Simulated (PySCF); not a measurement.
F5V, SMILES [F][V-]([F])([F])([F])[F] (connectivity only; charge and spin as stated), charge -1, multiplicity 2. Atoms are numbered in the order given.

```xyz
6

V      0.0000     0.0000     0.0256
F      0.0000    -1.8409     0.0309
F      0.0000     1.8409     0.0309
F      1.5775     0.0000     0.8166
F      0.0000     0.0000    -1.7604
F     -1.5775     0.0000     0.8166
```
Charge -1, spin multiplicity 2.

Geometry: B3LYP-D3(BJ)/def2-SVPD. The geometry has at least one imaginary mode, so it is a saddle point at that level. The spin state was assumed, not searched.

Level of theory: PySCF with M06-2X/def2-SVPD.

Mulliken values depend strongly on the basis, most of all with diffuse functions as here. ESP charges are fitted to the potential on shells at 1.4 to 2.0 van der Waals radii. Atomic charges (e):

| atom | Mulliken | ESP fit | Mulliken spin |
|---|---|---|---|
| V1 | 2.21 | (withheld) | 1.04 |
| F2 | -0.69 | (withheld) | 0.01 |
| F3 | -0.69 | (withheld) | 0.01 |
| F4 | -0.60 | (withheld) | -0.03 |
| F5 | -0.62 | (withheld) | -0.01 |
| F6 | -0.61 | (withheld) | -0.02 |

Question: What belongs in the gaps? (An estimate is asked for; the answer gives what the named calculation found.)

Answer: 
- V1, ESP fit: 1.34
- F2, ESP fit: -0.54
- F3, ESP fit: -0.54
- F4, ESP fit: -0.40
- F5, ESP fit: -0.44
- F6, ESP fit: -0.41
